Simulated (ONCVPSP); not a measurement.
PBEsol ONCV dataset for nickel, scalar-relativistic all-electron reference.

Ni, optimised norm-conserving Vanderbilt (ONCV), made with ONCVPSP 4.0.1 (PBEsol, scalar-relativistic). Core [Ne], reference 3s2 3p6 3d8 4s2. Waves: 3s+4s: rc 1.25 bohr, ncon 4, nbas 9, qcut 10.8 1/bohr, 3 projectors, debl 1.4 Ha; 3p: rc 0.80 bohr, ncon 4, nbas 9, qcut 10 1/bohr, 2 projectors, debl 1.4 Ha; 3d: rc 1.30 bohr, ncon 4, nbas 9, qcut 11.4 1/bohr, 2 projectors, debl 2 Ha. Local part: polynomial inside 0.75 bohr (lpopt 5, dvloc0 -1 Ha). Core correction: Teter function, fcfact 5.5, rcfact 1.7.

In the p channel the program set the typed energies aside and used -2.619, 0.250 Ha.

All-electron outer shells of the reference configuration (PBEsol, scalar-relativistic, ld1.x):

```json
{"shell": "2p", "level (eV)": "-844.17", "outermost node (bohr)": "–", "outermost maximum (bohr)": "0.16"}
{"shell": "3s", "level (eV)": "-110.78", "outermost node (bohr)": "0.30", "outermost maximum (bohr)": "0.64"}
{"shell": "3p", "level (eV)": "-71.25", "outermost node (bohr)": "0.27", "outermost maximum (bohr)": "0.65"}
{"shell": "3d", "level (eV)": "-8.90", "outermost node (bohr)": "–", "outermost maximum (bohr)": "0.63"}
{"shell": "4s", "level (eV)": "-5.66", "outermost node (bohr)": "0.92", "outermost maximum (bohr)": "2.24"}
```

Calculated quality:

* Cutoffs needed: 55 Ha and 344 Ha (the cutoffs (Ha) at which the residual kinetic energy of the hardest occupied pseudo-wave falls to 1 and 0.1 mHa per electron)
* Ghost test: no bound ghost flagged; GHOST(+) flags only above 600 eV
* Largest excitation error: +5.0 meV (all-electron minus pseudo) for 3s2 3p6 3d7 4s0, out of 4 test configurations
* rms error of d²Exc/dni dnj: 2.35 mHa without and 3.16 mHa with the model core

Generation and tests took about 12 s on one core of a shared server CPU.
